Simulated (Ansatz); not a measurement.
Program: Ansatz.

Input file:

```yaml
crystal:
  periodic: [false, false, false]
  atoms:
    - { symbol: Zr, position_ang: [-0.08371, -0.165586, -0.002124] }
    - { symbol: "N", position_ang: [-0.086103, -0.093096, 2.043614] }
    - { symbol: H, position_ang: [-0.895153, -0.177878, 2.643152] }
    - { symbol: H, position_ang: [0.720705, 0.086384, 2.625058] }
    - { symbol: O, position_ang: [1.788522, -0.18495, -0.482479] }
    - { symbol: H, position_ang: [2.622742, -0.323713, -0.910446] }
    - { symbol: O, position_ang: [-1.067761, 1.268947, -0.844094] }
    - { symbol: H, position_ang: [-1.470958, 2.091721, -1.085971] }
    - { symbol: "N", position_ang: [-1.093778, -1.864509, -0.537246] }
    - { symbol: H, position_ang: [-0.960792, -2.786007, -0.144133] }
    - { symbol: H, position_ang: [-1.783414, -1.931613, -1.272632] }
basis:
  gaussian: { orbitals: def2-SVP }
hamiltonian:
  xc: { name: BHLYP }
  dispersion: d4
md:
  timestep: 2.0
  n_steps: 25
  ensemble: nve
  temperature: 700.0
  initial_velocities: maxwell_boltzmann
  seed: 820082
  friction: 0.01
```

Command:

```bash
$ ansatz run input.yaml --threads 2 --pin off --max-ram 3072MiB --backend cpu --events-out ev --progress --plain --runs-dir out
```

**Question.** What happens when this is run?

**Answer.** The input was rejected before any iteration.

```
Error: invalid value for `md.friction`: only applies to ensemble: nvt_langevin or npt_langevin — drop it or switch ensemble
```
